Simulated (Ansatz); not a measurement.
Cost and result up the ladder for Be7O7 (14 atoms). Charge 0, multiplicity 1. Geometry: PBE0-D4/def2-SVP.

```xyz
14

Be   -0.8481   -2.1574    0.2801
Be    1.0687   -1.3137   -0.5956
Be   -0.0149   -0.1599    1.4898
Be   -0.3580    0.2750   -1.7611
Be    0.1490    2.2034    0.7583
Be   -1.6888    0.3447    0.3791
Be    1.5563    0.8185   -0.3618
O     1.2928    2.2746   -0.0905
O     1.3099   -0.3790    0.7245
O     1.0918   -0.0690   -1.6487
O     0.1927   -2.5366   -0.6180
O    -1.6239    0.4937   -1.1154
O    -0.7986    1.2626    1.4068
O    -1.3289   -1.0569    1.1525
```

Ansatz on 4 threads of Arm Neoverse V2 on a shared host. Times are rough, and most runs start from the orbitals of an earlier one. CAM-B3LYP-D4/def2-TZVP serves as the yardstick here, not as an exact answer. Differences are given only for rows in sets of like size (and for xTB, whose basis is part of the method), since another set adds its own error. Binding counts from free atoms at the same level (Be singlet, O triplet; other spins of the atoms weren't run), without zero-point energy or a counterpoise term.

Correlated methods freeze 7 core orbitals. The rows differ in basis, and correlated rows in double-zeta sets carry the largest basis error. The structure comes from a short search, and lower isomers may exist.

Correlated methods converge slowly with the basis, most of all in double-zeta sets.

```json
{"level": "CAM-B3LYP-D4/def2-TZVP", "functions": "350", "binding energy per atom (eV)": "5.20", "difference from CAM-B3LYP-D4/def2-TZVP (eV)": "0.00"}
{"level": "PBE0-D4/def2-TZVP", "functions": "350", "binding energy per atom (eV)": "5.12", "difference from CAM-B3LYP-D4/def2-TZVP (eV)": "-0.09"}
{"level": "CCSD(T)/def2-SVP", "functions": "161", "binding energy per atom (eV)": "4.51", "difference from CAM-B3LYP-D4/def2-TZVP (eV)": "–"}
{"level": "PBE-D4/def2-TZVP (with forces)", "functions": "350", "binding energy per atom (eV)": "5.30", "difference from CAM-B3LYP-D4/def2-TZVP (eV)": "0.09"}
{"level": "r2SCANh-D4/def2-TZVP", "functions": "350", "binding energy per atom (eV)": "5.19", "difference from CAM-B3LYP-D4/def2-TZVP (eV)": "-0.02"}
{"level": "r2SCAN-D4/def2-TZVP", "functions": "350", "binding energy per atom (eV)": "5.25", "difference from CAM-B3LYP-D4/def2-TZVP (eV)": "0.05"}
```

Problem. Estimate how long each takes.

Solution. PBE-D4/def2-TZVP (with forces) 6.5 s; CAM-B3LYP-D4/def2-TZVP 10 s; PBE0-D4/def2-TZVP 10 s; r2SCAN-D4/def2-TZVP 11 s; r2SCANh-D4/def2-TZVP 13 s; CCSD(T)/def2-SVP 2.1 min. On shared hardware such times vary by a factor of up to 3.
